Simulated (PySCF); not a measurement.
# Tb⁺ (terbium, charge +1) across methods

[Xe] 4f9 5d1, one real determinant (an excited configuration). Calculation: PySCF 2.14, in x2c-TZVPPall with one added diffuse shell each of s, p, d, f type (12s8p8d5f2g, 129 functions); the spin-free X2C one-electron Hamiltonian (Gaussian nucleus).

```tsv
method	E (hartree)	mean ε 4f α (eV)	mean ε 5d α (eV)	mean ε 4f β (eV)	Σ⟨r²⟩ (bohr²)	⟨S²⟩
LDA	-11699.68	-9.300	-6.707	-5.844	50.07	12.005
PBE	-11708.02	-9.021	-6.719	-5.852	50.27	12.005
UHF	-11703.89577	-19.156	-9.395	-13.381	49.41	12.011
PBE0	-11707.89	-11.600	-7.503	-7.842	49.69	12.006
```

Question: Estimate the same row for r2SCAN.

Answer: E (hartree) = -11708.27; mean ε 4f α (eV) = -8.952; mean ε 5d α (eV) = -6.886; mean ε 4f β (eV) = -5.567; Σ⟨r²⟩ (bohr²) = 49.54; ⟨S²⟩ = 12.007.

⟨L²⟩ = 30.01 against 56 for a pure K term, so this real determinant mixes terms. Spin-orbit coupling, absent here, splits the open shell strongly.
